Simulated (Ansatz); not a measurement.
Isolated molecules relaxed with PBE0-D4/def2-TZVP in Ansatz; ΔE leaves out vibrations. CBS: MP2 limit from def2 TZ/QZ plus the TZ coupled-cluster correction, frozen cores. This one scheme is used for every species. DFT in def2-TZVPP. B3LYP here is the variant with VWN-RPA as its local correlation; programs differ in this. Each species was taken in one conformer, which may not be the lowest.

Reaction (silylene formation by 1,1-elimination): `[SiH3]C([SiH3])S` → `[SiH3]CS` + `[SiH2]`

```
         level  ΔE (kJ/mol)  difference from CCSD(T)/CBS
        PBE-D4        242.7                          2.7
      B3LYP-D4        233.5                         -6.5
       ωB97X-V        247.2                          7.2
        B2PLYP        230.1                         -9.9
           PBE        230.8                         -9.2
        r2SCAN        254.7                         14.7
          PBE0        239.8                         -0.2
         B3LYP        214.2                        -25.8
 HF/def2-QZVPP        210.4                        -29.6
MP2/def2-QZVPP        259.8                         19.8
   CCSD(T)/CBS        240.0                            0
```

Largest T1 diagnostic among the species: 0.014.

From PBE to PBE0 (25 % exact exchange), in def2-TZVPP and without D4, ΔE moves by +9.0 kJ/mol. In def2-TZVPP, CCSD(T) changes the Hartree–Fock value by +22.9 kJ/mol (the triples alone add +6.5 kJ/mol) and MP2 by +45.6 kJ/mol.
